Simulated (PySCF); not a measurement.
How methods differ on the excitation energy of Sm

Sm [Xe] 4f6 6s2 (7F) → Sm [Xe] 4f6 6s1 6p1 (high-spin determinant), as a difference of total energies. All numbers are calculated (PySCF 2.14, the spin-free X2C one-electron Hamiltonian (Gaussian nucleus), in ANO-RCC-VTZP). Correlated levels: valence: [Kr] 4d10 frozen; valence and next inner shell: [Ar] 3d10 frozen. The calculations carry no spin-orbit coupling.

```
                                method  excitation energy (eV)
                                   UHF                   1.051
                                   LDA                   1.840
                                   PBE                   1.776
                                  PBE0                   1.574
                                r2SCAN                   1.299
                         MP2 (valence)                   1.887
                     SCS-MP2 (valence)                   1.975
    MP2 (valence and next inner shell)                   1.887
SCS-MP2 (valence and next inner shell)                   1.957
```

Question: How much does correlation contribute at MP2 (valence and next inner shell)?

Answer: 1.887 − (1.051) = 0.836 eV, measured against UHF.

A first-order spin-orbit estimate (lowest level to lowest level, LS coupling) adds -0.076 eV.

The basis was made for the ground configuration and has no added diffuse functions, so the excitation energy can come out too high.

The determinant of the upper state mixes LS terms, which raises its energy above the lowest term, most at the Hartree-Fock and MP2 levels.
